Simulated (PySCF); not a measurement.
C₂H₇BO.
Bonds: B1–C2, C2–O3, O3–C4. Hydrogens: H5, H6 on B1; H7, H8 on C2; H9, H10, H11 on C4.

Torsions of this conformer, `[BH2:1][CH2:2][O:3][CH3:4]`: B1–C2–O3–C4 -177°.

The closed-shell ground state was solved at several levels (PySCF, density fitting, gas phase, non-relativistic). The structure is a single PBE0-D3(BJ)/def2-SVP conformer in the gas phase; no vibrational or solvent corrections.

```csv
level,basis functions,HOMO (eV),LUMO (eV),gap (eV),dipole (D)
B3LYP/pcJ-1,178,-7.22,-1.60,5.62,1.60
wB97X-D/def2-SVPD,139,-9.51,0.61,10.12,1.58
PBE0/pcSseg-1,103,-7.46,-1.35,6.11,1.63
```

Q: What might mPW1PW91/pcSseg-2 (242 basis functions) give for the same quantities?

A: HOMO -7.61 eV, LUMO -1.38 eV, gap 6.23 eV, dipole 1.54 D.

Q: Over all these levels, which gives the widest orbital gap and which the narrowest?

A: wB97X-D/def2-SVPD (range-separated hybrid) has the widest, 10.12 eV, and B3LYP/pcJ-1 (global hybrid, 20 % exact exchange) the narrowest, 5.62 eV. Functional and basis both differ between the two, so the spread mixes both effects.

Q: How far do the dipole and the HOMO energy spread over the levels?

A: The dipole runs from 1.54 to 1.63 D (mean 1.59 D) and the HOMO from -9.51 to -7.22 eV.
